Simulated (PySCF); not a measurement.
Species: C2H6FNSi.
SMILES with atom numbers: `[CH2:1]=[N:2][Si@@H:3]([CH3:4])[F:5]`

Computed with delta-SCF UKS SCAN, pcX-2 on the ionised atom, pcseg-1 elsewhere, spin-free X2C (PySCF). Binding energies are ΔSCF values: E(core-ionised, relaxed orbitals) − E(ground state) at a fixed geometry, referred to the vacuum level.

Some binding energies are withheld.

```json
{"atom(s)": "C1", "bonded to": "N (double bond) and 2 H", "level": "C 1s", "binding energy (eV)": "?"}
{"atom(s)": "C4", "bonded to": "3 H and Si", "level": "C 1s", "binding energy (eV)": "?"}
{"atom(s)": "N2", "bonded to": "C (double bond) and Si", "level": "N 1s", "binding energy (eV)": "?"}
{"atom(s)": "F5", "bonded to": "Si", "level": "F 1s", "binding energy (eV)": "691.99"}
{"atom(s)": "Si3", "bonded to": "F, N, C and H", "level": "Si 1s", "binding energy (eV)": "1847.72"}
{"atom(s)": "Si3", "bonded to": "F, N, C and H", "level": "Si 2p3/2", "binding energy (eV)": "107.75"}
```

Task: What is the N 1s binding energy of N2 (atom 2)?

Result: 404.66 eV (C=N nitrogen).

Task: Fill in C 1s for C1.

Result: 292.30 eV (C=N carbon).

Task: Fill in C 1s for C4.

Result: 290.52 eV (Si-methyl carbon).

Lowest listed C 1s: C4, bonded to 3 H and Si. Highest, 1.78 eV above it: C1, bonded to N (double bond) and 2 H. Summing the Pauling electronegativity differences to the bonded atoms, each weighted by its formal bond order, gives -1.70 for the lowest site and +0.28 for the highest.

Task: Which photon wavelength matches the Si 1s of Si3 threshold?

Result: λ = hc/E = 12398.42 eV Å / 1847.72 eV = 6.710 Å.

For 2p shells one spin-free hole was relaxed; a mean-field spin–orbit operator and the ground-state splitting of the three 2p orbitals were then diagonalised within the shell. The shell's mean is (2 × 2p3/2 + 2p1/2)/3, and the degeneracies 2j + 1 give areas of 2:1. 2p1/2 minus 2p3/2 (ligand field included): Si 0.63 eV. The structure is a single PBE0-D3(BJ)/def2-SVP conformer in the gas phase; no vibrational or solvent corrections.

Shape of the structure used: `[CH2:1]=[N:2][Si@@H:3]([CH3:4])[F:5]`: C1–N2–Si3–C4 -119°.
